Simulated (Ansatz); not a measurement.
A nudged elastic band was laid between two geometries of H$_{2}$OSSe (5 atoms, charge 0, multiplicity 1).

The calculation used RKS B3LYP-D4/def2-SVPD (Ansatz 0.2.0).

```
movable images  : 7
climbing image  : yes
spring          : 5.0 eV/Å²
optimiser       : quadratic models (default)
start path      : through a guess of the saddle point
force threshold : 0.05 eV/Å
iteration limit : 60
end points      : relaxed
```

Image 0:

```xyz
5
Properties=species:S:1:pos:R:3
S -1.006 -1.243 0.174
O -0.123 -0.030 0.955
Se 1.581 0.383 0.342
H -1.568 -0.467 -0.794
H 1.116 1.356 -0.677
```

Image 8:

```xyz
5
Properties=species:S:1:pos:R:3
S -1.327 -0.437 0.249
O 0.135 0.466 0.555
Se 1.949 -0.318 0.020
H -0.855 -1.014 -0.889
H 0.098 1.303 0.065
```

**Question.** Which bonds break or form, and what moves?

**Answer.** Bonds broken: Se3–H5. Bonds formed: O2–H5.

**Question.** What energy profile does the band end with?

**Answer.** It converged. The highest image is number 5 of 0 to 8, 1.87 eV above the first end and 0.76 eV above the last; the last end lies 1.11 eV above the first. A vibrational analysis at the climbing image gives one clearly imaginary mode, 1495i cm⁻¹: a first-order saddle point. The orbitals stay closed-shell, which can raise the energy where a bond breaks towards radicals; this wasn't checked here.

| image | path coordinate (Å) | energy (eV) | Se3–H5 (Å) | O2–H5 (Å) |
| --- | --- | --- | --- | --- |
| 0 | 0.00 | 0.00 | 1.48 | 2.47 |
| 1 | 0.28 | 0.02 | 1.48 | 2.42 |
| 2 | 0.56 | 0.18 | 1.46 | 2.20 |
| 3 | 0.84 | 0.69 | 1.45 | 1.90 |
| 4 | 1.12 | 1.40 | 1.50 | 1.58 |
| 5 | 1.40 | 1.87 | 1.65 | 1.24 |
| 6 | 1.84 | 1.39 | 2.13 | 0.98 |
| 7 | 2.29 | 1.15 | 2.43 | 0.97 |
| 8 | 2.73 | 1.11 | 2.46 | 0.97 |

**Question.** What is the geometry of the highest image?

**Answer.** 
```xyz
5
Properties=species:S:1:pos:R:3
S -1.125 -0.924 0.337
O -0.032 0.318 0.730
Se 1.956 0.220 0.069
H -1.304 -0.592 -0.969
H 0.506 0.978 -0.167
```

**Question.** What are the harmonic wavenumbers there?

**Answer.** 1495i, 101, 191, 352, 597, 684, 1007, 1865, 2621 cm⁻¹.

The band took 9 iterations and of the order of 4 core-minutes.

Run time: 2.2 min on 2 threads of Arm Neoverse V2 (shared host), peak memory 0.23 GiB.
